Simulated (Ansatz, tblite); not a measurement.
Removing and adding an electron: the cluster Ca2F4 (the lowest singlet isomer of a short search). Total charge 0; singlet. Geometry: PBE-D4/def2-SVP. Ansatz, gas phase; energy differences of separate SCF runs; the oxidised species was run as a doublet alone; the reduced species was run as a doublet alone.

Cartesian coordinates in Å:
```
Ca -0.2623 -1.5542 0.5734
Ca 0.2655 1.5536 -0.5735
F 0.1156 0.4569 1.2920
F -0.1127 -0.4579 -1.2921
F 0.6145 3.3792 -1.2505
F -0.6206 -3.3776 1.2507
```

The xTB rows come from tblite. Correlated methods freeze 14 core orbitals; core or outer-core shells of Ca are correlated, in sets that lack core-valence functions. The rows differ in basis, and correlated rows in double-zeta sets carry the largest basis error. HOMO above LUMO, or a gap near zero within one spin, warns that the state may not be the lowest or that an electron is smeared out. The structure comes from a short search, and lower isomers may exist.

Task: Estimate orbital energies and vertical ionisation energies and electron affinities at: GFN1-xTB; GFN2-xTB; HF/def2-SVP; PBE-D4/def2-TZVP; PBE-D4/def2-TZVPD; r2SCAN-D4/def2-TZVP; r2SCAN-D4/def2-TZVPD; PBE0-D4/def2-TZVP; PBE0-D4/def2-TZVPD; MP2/def2-SVP; CCSD/def2-SVP; CCSD(T)/def2-SVP.

Result: 
```tsv
level	−HOMO (eV)	vertical IE (eV)	−LUMO (eV)	vertical EA (eV)	HOMO–LUMO gap (eV)	IE − EA (eV)	remarks
GFN1-xTB	10.80	13.76	8.19	5.62	2.61	8.14	–
GFN2-xTB	12.93	16.06	10.67	7.48	2.26	8.58	–
HF/def2-SVP	–	10.57	–	–	–	–	–
PBE-D4/def2-TZVP	7.38	10.46	2.37	–	5.01	–	gap within one spin near zero (+1 doublet)
PBE-D4/def2-TZVPD	7.42	–	2.35	0.66	5.07	–	HOMO above zero (-1 doublet)
r2SCAN-D4/def2-TZVP	7.73	10.67	1.76	–	5.98	–	gap within one spin near zero (+1 doublet)
r2SCAN-D4/def2-TZVPD	7.75	–	1.70	0.51	6.05	–	HOMO above zero (-1 doublet)
PBE0-D4/def2-TZVP	9.23	11.26	1.69	–	7.55	–	–
PBE0-D4/def2-TZVPD	9.25	–	1.65	0.53	7.60	–	HOMO above zero (-1 doublet)
MP2/def2-SVP	–	12.29	–	–	–	–	–
CCSD/def2-SVP	–	11.99	–	–	–	–	–
CCSD(T)/def2-SVP	–	12.02	–	–	–	–	–
```

Relaxing the reduced species (PBE-D4/def2-SVPD) changes its energy by -0.28 eV at PBE-D4/def2-TZVPD, so the adiabatic electron affinity to this nearest minimum is 0.94 eV. At PBE0-D4/def2-TZVPD it is 0.85 eV. The highest occupied level of the relaxed charge -1 doublet lies above zero (up to 0.66 eV). By energy differences its removal costs 0.94 eV (each at its own geometry, to the charge 0 singlet, at PBE-D4/def2-TZVPD); the vertical value is larger still, so the positive level points to self-interaction error.     A HOMO above zero means that the electron is unbound at that level or that self-interaction error raises the level; the energy of removing that electron tells which. Raw xTB energy differences between charge states are shifted by several eV; the methods need an empirical correction for them.
